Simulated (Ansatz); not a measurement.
Stretching the Ge1–H2 bond in GeH2 (SMILES [GeH2]) (multiplicity 1 held, fragments rigid). Energies count from the point at 1.599 Å.
Geometry at that point (charge 0, multiplicity 1):
```xyz
3

Ge     0.007    -0.001     0.066
H     -0.123    -1.129    -1.060
H     -0.089     1.145    -1.046
```

Signs of static correlation in cc-pVTZ, with CASSCF(2,2), from Ansatz (a first-principles code) runs.

```csv
R (Å),T1 of restricted CCSD,⟨S²⟩ of UHF,largest double amplitude of restricted CCSD,weight of the CASSCF reference in MRCISD,CASSCF natural occupations
1.279,0.012,0.347,0.096,0.929,1.99 0.01
1.439,0.012,0.299,0.091,0.929,1.98 0.02
1.599,0.013,0.255,0.086,0.929,1.97 0.03
1.759,0.014,0.214,0.080,0.928,1.96 0.04
1.919,0.016,0.177,0.081,0.928,1.94 0.06
2.159,0.021,0.157,___,0.929,1.91 0.09
2.399,0.030,0.502,0.196,0.929,1.85 0.15
2.799,0.053,0.826,0.316,0.929,1.72 0.28
3.199,0.085,0.944,0.462,0.930,1.53 0.47
3.679,___,0.992,0.661,0.930,1.33 0.67
4.318,0.163,1.010,0.882,0.930,1.15 0.85
5.118,0.180,1.014,1.027,0.930,1.06 0.94
```

Problem. What belongs in the gaps?

Solution. 
- 2.159, largest double amplitude of restricted CCSD: 0.132
- 3.679, T1 of restricted CCSD: 0.125

Doubts at one or more of the structures used: a restricted determinant that unrestricted orbitals would lower (R-CCSD(T)/cc-pVTZ); T1 above 0.05 (R-CCSD(T)/cc-pVTZ, U-CCSD(T)/cc-pVTZ); other coupled-cluster roots lie near (R-CCSD(T)/cc-pVTZ); a spin-contaminated determinant (U-CCSD(T)/cc-pVTZ); the program's own flag: large difference (U-CCSD(T)/cc-pVTZ).
